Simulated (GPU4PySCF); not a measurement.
C₇H₁₀F₆, SMILES FC(C)(CC(CC(F)(C)F)(F)F)F.

The structure is a stationary point at ωB97M-D3(BJ)/def2-TZVP. Other conformers were not sampled.

Two levels are set side by side: TDA-PBE/def2-SVPD (GPU4PySCF) and TDA-CAM-B3LYP/def2-SVPD (GPU4PySCF). Vertical, same geometry. The lowest singlet is HOMO→LUMO 100 % with PBE and HOMO→LUMO 86 % with the other functional; states are paired by order. Differences are taken from unrounded values.

```tsv
quantity	TDA-PBE
lowest singlet excitation (eV)	7.59
lowest triplet excitation (TDA) (eV)	7.49
```

Task: These are the TDA-PBE values. What does TDA-CAM-B3LYP give? (The exact figures need the calculation; the answer reports its results.)

Result: 
```tsv
quantity	TDA-CAM-B3LYP	TDA-PBE minus TDA-CAM-B3LYP
lowest singlet excitation (eV)	9.34	-1.75
lowest triplet excitation (TDA) (eV)	9.15	-1.66
```

Functionals without exact exchange tend to place singlet excitations lower, as here. Differences between two approximate levels are no errors against the true value.
